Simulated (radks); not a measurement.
These are the eigenvalues of the occupied orbitals of an atom or ion with whole-number occupations (hartree). Calculated with a radial shooting solver on a logarithmic mesh with Libxc functionals: non-relativistic Kohn-Sham, PBEsol, spin-polarised, spherical densities, point nucleus.

| orbital | eigenvalue |
|---|---|
| 1s up | -56.82275 |
| 1s down | -56.76599 |
| 2s up | -5.16073 |
| 2s down | -5.05486 |
| 2p up | -3.80605 |
| 2p down | -3.68902 |
| 3s up | -0.80394 |
| 3s down | -0.79030 |
| 4s up | -0.23907 |

Which element is it, and in what charge state? The configuration may be excited. Open shells, if any, are filled with parallel spins first.

Answer. Z = 13, aluminium, charge +1: Al+ in [He] 2s2 2p5 3s2 4s1. The list shows which subshells hold electrons but not how many an open one holds; the 1s level, -56.823 hartree, gives Z - s = 10.7 by -(Z - s)^2/2, which with screening narrows Z to a few neighbours, and the depths of the outer levels then fix element, charge and occupations together.
